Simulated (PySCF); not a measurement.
# Sr²⁺ (strontium, charge +2) across methods

[Kr], closed-shell 1S. Calculation: PySCF 2.14, in x2c-TZVPPall (8s6p6d2f1g, 79 functions); scalar relativity by spin-free X2C-1e.

```csv
method,E (hartree),mean ε 3d (eV),mean ε 4s (eV),mean ε 4p (eV),Σ⟨r²⟩ (bohr²),⟨S²⟩
UHF,-3176.76108,-165.57,-66.254,-43.082,26.38,0.000
PBE0,-3178.32,-148.37,-57.931,-38.489,26.25,0.000
LDA,-3174.45,-142.61,-54.842,-36.669,26.25,0.000
BLYP,-3178.72,-142.13,-54.524,-36.329,26.33,0.000
B2PLYP,-3178.15,-154.84,-61.037,-40.173,26.33,0.000
BHandHLYP,-3178.64,-154.44,-60.941,-40.213,26.31,0.000
r2SCAN,-3178.62,-144.08,-55.955,-37.153,26.21,0.000
B3LYP,-3178.67,-147.27,-57.283,-38.070,26.30,0.000
PBE,-3178.24,-142.20,-54.705,-36.533,26.27,0.000
```
